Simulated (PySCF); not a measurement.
**One elementary step**

Start structure (CH$_{7}$BrSi, singlet), relaxed at PBE0-D4/def2-TZVP:

```json
{"atom": "Si1", "x (Å)": "-0.3790", "y (Å)": "-0.3745", "z (Å)": "-0.9498"}
{"atom": "H2", "x (Å)": "0.4833", "y (Å)": "0.7950", "z (Å)": "-1.3045"}
{"atom": "H3", "x (Å)": "-0.1500", "y (Å)": "-1.4152", "z (Å)": "-1.9862"}
{"atom": "H4", "x (Å)": "-1.7928", "y (Å)": "0.0779", "z (Å)": "-1.0259"}
{"atom": "C5", "x (Å)": "0.0461", "y (Å)": "-1.0002", "z (Å)": "0.7569"}
{"atom": "H6", "x (Å)": "0.6692", "y (Å)": "2.2380", "z (Å)": "0.0120"}
{"atom": "Br7", "x (Å)": "0.6815", "y (Å)": "3.0746", "z (Å)": "1.1680"}
{"atom": "H8", "x (Å)": "-0.5885", "y (Å)": "-1.8483", "z (Å)": "1.0231"}
{"atom": "H9", "x (Å)": "-0.0989", "y (Å)": "-0.2176", "z (Å)": "1.5047"}
{"atom": "H10", "x (Å)": "1.0869", "y (Å)": "-1.3274", "z (Å)": "0.8027"}
```

The step: CH₆Si ([CH3][SiH3]) + HBr → CH₅BrSi ([CH3][SiH2][Br]) + H₂; bonds formed: Si1–Br7, H2–H6; bonds broken: Si1–H2, H6–Br7. Program: PySCF 2.14 with density fitting (its default auxiliary sets; JK sets also for MP2 and CCSD(T)). Basis: def2-TZVPP and def2-QZVPP. Cores are frozen in the correlated methods. Filled d shells of the heavier atoms are correlated. The def2 sets are not built for correlating such inner shells, so the correlated values are less sure here. Extrapolation: Hartree–Fock as exp(−7.88 √X), correlation as X^−2.97. Energies below are by CCSD(T) at an estimated basis limit (MP2 extrapolated from triple and quadruple zeta, plus CCSD(T) − MP2 in triple zeta).

Task: What are the electronic barrier and the energy of the step, from the start structure to the end structure? (Judge from chemistry; the value comes from the calculation.)

Result: Computed: Barrier 1.470 eV; step energy -0.799 eV (downhill); reverse barrier, their difference, 2.269 eV. Barrier and step energy count from the start structure, the reverse barrier from the end structure.

The saddle point: One imaginary mode of 678i cm⁻¹.
```csv
pair,start (Å),saddle (Å),end (Å)
Si1–Br7,4.18,2.72,2.23
H2–H6,1.96,0.87,0.75
Si1–H2,1.50,1.73,4.16
H6–Br7,1.43,1.94,3.26
```

Zero-point energy (harmonic, PBE0-D4): ZPE is 1.854 eV at the start and 1.870 eV at the saddle, so the barrier goes from 1.470 to 1.487 eV.

No T1 diagnostic of these runs exceeds 0.010.

Labels in which every atom is bracketed show which atoms are joined, not bond orders.

For scale, one of the runs: CCSD(T)/def2-TZVPP, 219 basis functions, launched by `OMP_NUM_THREADS=4 python run.py`. The run took 19 min on 4 CPU threads of an AMD EPYC (shared host), with 3.9 GiB of host memory at its peak.
